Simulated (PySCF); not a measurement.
Isotope clusters of molecular radical cations, worked from isotope masses and abundances (centroid m/z, relative intensity):

1. 120.0601 (100.0), 121.0615 (9.6), 122.0582 (4.1)
2. 81.9967 (100.0), 83.0001 (4.4)
3. 117.9286 (100.0), 118.9284 (0.9), 119.9256 (36.9), 121.9223 (1.6)
4. 102.0835 (24.6), 103.0800 (100.0), 104.0829 (3.9), 105.0844 (0.5)

Lines and terms under 0.3 % are left out. Candidates, as SMILES:
A. `[BH3-][NH2+]COC(C)=O`
B. `CCO[SiH2]OCC`
C. `O=S(=O)(F)Cl`
D. `C#CP1C=C1`

Problem. Match clusters and compounds, and give each formula.

Solution. 
1 = B, C4H12O2Si, monoisotopic mass of the neutral 120.0607 u; relative to that species, one 29Si gives 5.1 % at +1, one 13C gives 4.3 % at +1, one 30Si gives 3.3 % at +2 and one 18O gives 0.4 % at +2.
2 = D, C4H3P, monoisotopic mass of the neutral 81.9972 u; relative to that species, one 13C gives 4.3 % at +1.
3 = C, ClFO2S, monoisotopic mass of the neutral 117.9292 u; relative to that species, one 33S gives 0.8 % at +1, one 37Cl gives 32.0 % at +2, one 34S gives 4.5 % at +2 and one 18O gives 0.4 % at +2.
4 = A, C3H10BNO2, monoisotopic mass of the neutral 103.0805 u; relative to that species, one 10B gives 24.8 % at -1, one 13C gives 3.2 % at +1, one 15N gives 0.4 % at +1 and one 18O gives 0.4 % at +2.

Problem. What is the mean mass of the whole cluster 1, and how does it compare with the molar mass?

Solution. 120.222 u over all lines, faint ones too (the ion lacks one electron, 0.0005 u); standard atomic weights give 120.223 g/mol for C4H12O2Si.

Problem. Give the exact less the nominal mass of each, in mDa.

Solution. C3H10BNO2 +80.5, C4H12O2Si +60.7, ClFO2S -70.8, C4H3P -2.8 (neutral, monoisotopic).

Abundances used (%; other tables differ somewhat): 12C 98.93, 13C 1.07; 16O 99.757, 17O 0.038, 18O 0.205; 28Si 92.2297, 29Si 4.6832, 30Si 3.0872; 1H 99.9885, 2H 0.0115; 32S 94.93, 33S 0.76, 34S 4.29, 36S 0.02; 35Cl 75.78, 37Cl 24.22; 10B 19.9, 11B 80.1; 14N 99.632, 15N 0.368.

Masses and patterns are calculated from tabulated isotope masses and abundances.
